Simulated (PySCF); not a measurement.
**A survey of 33S NMR shifts**

- GFN2-xTB structure
- σ from GIAO-PBE0/pcSseg-1
- code: PySCF 2.14
- no relativistic terms, one averaged value for each set of equivalent atoms, single conformer, no solvent

Shieldings were converted by a linear fit to measured shifts: 33S (scatter 33.3 ppm rms vs sulfate, solution or neat liquid). A few per cent of atoms miss by over 2 rms, more outside the fitted compound classes.

Task: Give the 33S shifts of `CS[Si@@H]([SiH3])NC1CC1`.

Result: 
```tsv
compound	environment	δ (ppm)
CS[Si@@H]([SiH3])NC1CC1	sulfur bonded to C, Si	-512
```

Task: Match the shifts 605, -279, -345, -513, -597 ppm to `C=CCN[Si@H]([SiH3])SC`, `C1=C(n2cccc2)S[SiH2]1`, `C=C/C=C(/[SiH2]F)SC`, `C[C@@H]1C[Si@@H](F)CC1=S`, `CN1CC[SiH2]S[Si@@H]1C`.

Result: 605: C[C@@H]1C[Si@@H](F)CC1=S (thione sulfur); -279: C=C/C=C(/[SiH2]F)SC (sulfide sulfur); -345: C1=C(n2cccc2)S[SiH2]1 (sulfur bonded to C, Si, in a 4-membered ring); -513: C=CCN[Si@H]([SiH3])SC (sulfur bonded to C, Si); -597: CN1CC[SiH2]S[Si@@H]1C (sulfur bonded to 2 Si, in a 6-membered ring).
